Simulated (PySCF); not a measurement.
The same groups moved round the core (norbornane formyl+boryl). Isolated molecules, 0 K electronic values unless said otherwise. One relaxed conformer stands for each flexible species; it need not be the lowest. Strings in code marks are SMILES.

Level of theory: PBE0-D4/def2-TZVP // PBE0-D4/def2-SVP (PySCF). All candidates: neutral, multiplicity 1. Delta-SCF ions had no search for a lower state. Excitations are Tamm–Dancoff values on a coarser integration grid. The basis has no diffuse functions, so Rydberg states are missing or too high.

```json
{
  "T1 excitation (TDA)": "3.64 eV",
  "vertical ionisation energy (Delta-SCF)": "9.34 eV",
  "LUMO": "-1.51 eV"
}
```

Task: Name which member has these values.
A) `B[C@@H]1C[C@@]2(C=O)CC[C@@H]1C2`
B) `B[C@@]12CC[C@@H](C1)[C@@H](C=O)C2`
C) `B[C@@H]1C[C@H]2CC[C@@H]1[C@H]2C=O`
D) `B[C@]1(C=O)[C@H]2CC[C@@H]1CC2`

Result: A, `B[C@@H]1C[C@@]2(C=O)CC[C@@H]1C2`. The others give `B[C@]1(C=O)[C@H]2CC[C@@H]1CC2`: 3.51 eV, 9.25 eV, -1.81 eV; `B[C@@]12CC[C@@H](C1)[C@@H](C=O)C2`: 3.71 eV, 9.41 eV, -1.27 eV; `B[C@@H]1C[C@H]2CC[C@@H]1[C@H]2C=O`: 3.75 eV, 9.59 eV, -1.27 eV
